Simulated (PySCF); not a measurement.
Molecule: sum formula H₆Si₂OF (charge +1, singlet). It need not be the lowest isomer of its formula. 
Structure (B3LYP-D3(BJ)/def2-TZVP (Ansatz) minimum search):
```
O
H 1 0.9718
Si 1 1.7759 2 115.44
F 3 1.5723 1 103.13 2 -103.51
H 3 1.4592 4 111.67 1 110.55
H 3 1.4612 5 120.45 4 -136.25
Si 1 1.8126 2 115.89 3 -171.10
H 7 1.4656 1 103.62 2 58.41
H 7 1.4657 8 115.50 1 112.02
H 7 1.4659 8 115.83 9 140.25
```
Charge +1, spin multiplicity 1.

Dispersion corrections to the total energy (kcal/mol) from the dftd3 and dftd4 libraries through PySCF: D3(BJ) without and D4 with the three-body term, each with the damping fitted for the functional named.

| functional | D3(BJ) | D4 |
|---|---|---|
| HF | -35.19 | -13.43 |
| HSE06 | [?] | -3.03 |
| LC-wPBE | -4.46 | -4.30 |
| PW6B95 | [?] | -3.24 |
| revPBE | -11.06 | [?] |
| B3LYP | -8.13 | -6.23 |
| B2GP-PLYP | -3.47 | -1.62 |

### Question
Fill in the missing entries.

### Answer

- HSE06, D3(BJ): -3.18
- PW6B95, D3(BJ): -2.54
- revPBE, D4: -11.40
